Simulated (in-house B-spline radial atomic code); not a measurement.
## LDA VWN5 excitations of Yb III (Yb2+)

Method: LDA VWN5. Computed with an all-electron radial atomic-structure program (B-spline basis): linear response of the closed shell [Xe] 4f14 with the functional's adiabatic kernel; scalar-relativistic (spin-free one-electron X2C), finite nucleus, no spin-orbit coupling, no double excitations, S, P, D and F terms only; shells from n = 3 respond. Only terms of natural parity with L up to 3 were computed.

Spin-orbit coupling is strong here, so these LS terms don't match observed levels.

Command:
```bash
python run_td.py task.json out
```
Settings (radii: box in bohr, nucleus in fm):
```
Z                        70
electrons                68
configuration            [Xe] 4f14
hamiltonian              x2c
method                   lda,vwn
box_radius               29.48
rms_radius               5.3108
intervals                72
```

Time taken, with all properties: 6.3 s on 1 thread of Arm Neoverse N1 (shared host).

The lowest states, in the order of their Tamm-Dancoff energies; the method's threshold (minus the highest occupied level) is 17.960 eV. Labels give the largest channel, * marks a mixed state, and oscillator strengths are full-response dipole values. Semilocal kernels can invert the small singlet-triplet splittings of Rydberg terms. Energies in eV:

```csv
state,full response,Tamm-Dancoff,oscillator strength
4f → 6s 3F,2.661,2.664,-
4f → 6s 1F,?,?,-
4f → 5d 3P,3.968,4.014,-
4f → 5d 3F,4.226,4.238,-
4f → 5d 1F,4.597,4.616,-
4f → 5d 1P,?,?,?
4f → 6p 3D,7.578,7.581,-
4f → 6p 1D,7.712,7.722,-
4f → 7s 3F,11.833,11.833,-
4f → 7s 1F,11.845,11.846,-
4f → 6d 3P,12.756,12.760,-
4f → 6d 3F,12.791,12.792,-
4f → 6d 1F,12.831,12.833,-
4f → 6d 1P,12.951,13.006,0.000244
4f → 7p 3D,13.254,13.254,-
4f → 7p 1D,13.289,13.292,-
```

(1) Where does 4f → 5d 1P lie?

(2) Where does 4f → 6s 1F lie?

(3) How large is the singlet-triplet splitting of 4f → 6s (F terms) in Tamm-Dancoff?

(4) What polarisabilities and dispersion coefficient does the method give?

Answers

(1) At 5.572 eV in full response, 6.044 eV in Tamm-Dancoff, oscillator strength 0.115.

(2) At 2.739 eV in full response, 2.742 eV in Tamm-Dancoff.

(3) 0.0777 eV, from the unrounded values.

(4) Dipole 7.756 bohr³, quadrupole 19.4 bohr⁵, C6 37.09 hartree·bohr⁶ for two such species.
